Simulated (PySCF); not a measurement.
# Spinor energies of Mo(31+) (molybdenum, charge +31)

Start: [Ne] 3s1; 3s1/2 filled at m_j = +1/2. Calculated with PySCF 2.14 in an uncontracted even-tempered set (18 s from 5.2 bohr⁻², ratio 2.4; 13 p from 6.8 bohr⁻², ratio 2.4; 4 d from 22 bohr⁻², ratio 2.6; 4 f from 33 bohr⁻², ratio 2.6): generalised Hartree-Fock with the X2C-1e Hamiltonian and a Gaussian nucleus; one run each with spin-orbit coupling (SO) switched off, then screened by Boettger's factors.

```
spinor shell  electrons  ε, spin-free (eV)  ε, screened SO (eV)  weight of nominal j (screened SO)  rms radius, screened SO (bohr)
       1s1/2          2           -21807.2             -21806.5                              1.000                          0.0404
       2s1/2          2            -4510.4              -4510.2                              1.000                           0.163
       2p1/2          2            -4210.0              -4286.4                              1.000                           0.142
       3s1/2          1            -1790.6              -1790.6                              1.000                           0.393
```

Where does 2p3/2 lie, and what is the 2p spin-orbit splitting (screened SO)?

At -4174.4 eV, 112.00 eV above 2p1/2.

```
   quantity    spin-free  screened SO
E (hartree)  -3306.16012  -3306.56622
        M_J          1/2          1/2
       ⟨J²⟩        0.750        0.750
       ⟨L²⟩        0.000        0.003
       ⟨S²⟩        0.750        0.753
```

Each row is a mean over spinors that exchange with the open shell spreads, by up to 7.411 eV (2s1/2).

Breit and QED terms are absent; they matter most for the inner s and p1/2 levels.

Densities and radii are taken from the X2C orbitals without a picture-change correction, which distorts them close to the nucleus.

Without spin-orbit coupling the j labels of p, d and f shells carry no meaning; the spin-free column gives the mean over the occupied spinors of each nl shell.
